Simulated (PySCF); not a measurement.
Ge(Me)(OH)3 (CH6GeO3), SMILES [Ge]([OH])([CH3])([OH])[OH]. Atoms are numbered in the order given.

```xyz
11

C      0.0000     0.0000    -1.9546
Ge     0.0000     0.0000    -0.0190
O     -1.3231     1.0231     0.6413
O      1.5476     0.6343     0.6413
O     -0.2245    -1.6574     0.6413
H     -0.2700     1.0073    -2.3238
H      1.0074    -0.2698    -2.3238
H     -0.7373    -0.7375    -2.3238
H     -1.8116     0.4998     1.3052
H      1.3387     1.3189     1.3052
H      0.4729    -1.8188     1.3052
```
Charge 0, spin multiplicity 1.

The structure is a stationary point at PBE-D3(BJ)/def2-SVP. One conformer was computed; it need not be the lowest.

Calculation: HF/def2-TZVP (PySCF).

ESP charges are fitted to the potential on shells at 1.4 to 2.0 van der Waals radii. Atomic charges (e):

```csv
atom,meta-Löwdin,ESP fit
C1,[?],-0.73
Ge2,[?],1.42
O3,[?],-0.82
O4,[?],-0.83
O5,[?],-0.83
H6,0.12,0.19
H7,0.12,0.19
H8,0.12,0.19
H9,0.35,0.41
H10,0.35,0.41
H11,0.35,0.41
```

Question: What belongs in the gaps? (Estimate from the structure and the level; the computed values follow.)

Answer: 
- C1, meta-Löwdin: -0.55
- Ge2, meta-Löwdin: 1.58
- O3, meta-Löwdin: -0.81
- O4, meta-Löwdin: -0.81
- O5, meta-Löwdin: -0.81
